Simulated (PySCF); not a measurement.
UHF on Pb⁻ (lead, charge -1)

Configuration: [Xe] 4f14 5d10 6s2 6p3, high-spin 4S determinant. Calculation: PySCF 2.14, in aug-cc-pVTZ-DK3; scalar relativity by spin-free X2C-1e.

```
Total energy                        : -20877.949060 hartree
One-electron energy                 : -28590.2223 hartree
Hartree (Coulomb) energy            : 8102.1685 hartree
Exchange energy                     : -389.8953 hartree
⟨S²⟩                                : 3.7602
⟨L²⟩                                : 0.000
Sum of ⟨r⟩                          : 54.39 bohr
Sum of ⟨r²⟩                         : 102.8 bohr²
Langevin diamagnetic susceptibility : -81.4 ×10⁻⁶ cm³/mol
```

| shell | electrons | mean orbital energy (hartree) | rms radius, mean of both spins (bohr) |
| --- | --- | --- | --- |
| 1s α | 1 | -3250.62551 | 0.0181 |
| 1s β | 1 | -3250.62445 | 0.0181 |
| 2s β | 1 | -587.04926 | 0.0730 |
| 2s α | 1 | -587.04874 | 0.0730 |
| 2p α | 3 | -506.11654 | 0.0673 |
| 2p β | 3 | -506.11601 | 0.0673 |
| 3s α | 1 | -143.42567 | 0.186 |
| 3s β | 1 | -143.42514 | 0.186 |
| 3p α | 3 | -119.74016 | 0.189 |
| 3p β | 3 | -119.73871 | 0.189 |
| 3d β | 5 | -94.27598 | 0.173 |
| 3d α | 5 | -94.27595 | 0.173 |
| 4s α | 1 | -33.74223 | 0.408 |
| 4s β | 1 | -33.74103 | 0.408 |
| 4p α | 3 | -25.81005 | 0.435 |
| 4p β | 3 | -25.80775 | 0.435 |
| 4d α | 5 | -16.18394 | 0.462 |
| 4d β | 5 | -16.18374 | 0.462 |
| 5s α | 1 | -5.91584 | 0.915 |
| 5s β | 1 | -5.91266 | 0.915 |
| 4f α | 7 | -5.60851 | 0.494 |
| 4f β | 7 | -5.60811 | 0.494 |
| 5p α | 3 | -3.61734 | 1.04 |
| 5p β | 3 | -3.61452 | 1.04 |
| 5d α | 5 | -0.85370 | 1.40 |
| 5d β | 5 | -0.84665 | 1.40 |
| 6s α | 1 | -0.42647 | 2.65 |
| 6s β | 1 | -0.27833 | 2.65 |
| 6p α | 3 | -0.05357 | 4.22 |

Spin-orbit coupling, which splits the p, d and f shells strongly at this Z, is absent. Spin-orbit coupling is strong in this species (close to jj coupling), so the high-spin LS determinant is a model state, not a physical level.

Densities and radii are taken from the X2C orbitals without a picture-change correction, which distorts them close to the nucleus.

Spin-orbit constants ζ (cm⁻¹) from the X2C one-electron operator on these orbitals: bare nucleus, nucleus screened by l(l+1)(2l+1)/3 electrons, and screened by the Breit-Pauli mean field of the electrons.

| shell | bare | screened nucleus | mean field |
| --- | --- | --- | --- |
| 2p | 10860000 | 10600000 | n/a |
| 3p | 2450000 | 2390000 | n/a |
| 3d | 375900 | 330100 | n/a |
| 4p | 595400 | 580900 | n/a |
| 4d | 81640 | 71680 | n/a |
| 4f | 17260 | 11360 | n/a |
| 5p | 104100 | 101600 | n/a |
| 5d | 9167 | 8049 | n/a |
| 6p | 4961 | 4840 | n/a |
